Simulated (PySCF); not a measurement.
BeH2, SMILES [BeH2].

Geometry optimised at PBE-D3(BJ)/def2-TZVPD. The isomer is the one that the SMILES or the coordinates give; other isomers of the formula were not compared.

Two levels are set side by side: TDDFT-PBE/def2-TZVPD (PySCF) and TDDFT-ωB97X/def2-TZVPD (PySCF). Vertical, same geometry. The lowest singlet is HOMO→LUMO+1 100 % with PBE and HOMO→LUMO 84 %, HOMO→LUMO+4 15 % with the other functional; states are paired by order. Differences are taken from unrounded values.

| quantity | TDDFT-ωB97X | TDDFT-PBE | TDDFT-PBE minus TDDFT-ωB97X |
|---|---|---|---|
| lowest singlet excitation (eV) | 6.48 | 5.93 | -0.55 |
| lowest triplet excitation (TDA) (eV) | 6.04 | 5.34 | -0.70 |
| first bright state (f over 0.05) (eV) | 8.32 | 7.40 | -0.92 |
| its oscillator strength | 0.40 | 0.27 | -0.12 |

Functionals without exact exchange tend to place singlet excitations lower, as here. Differences between two approximate levels are no errors against the true value.
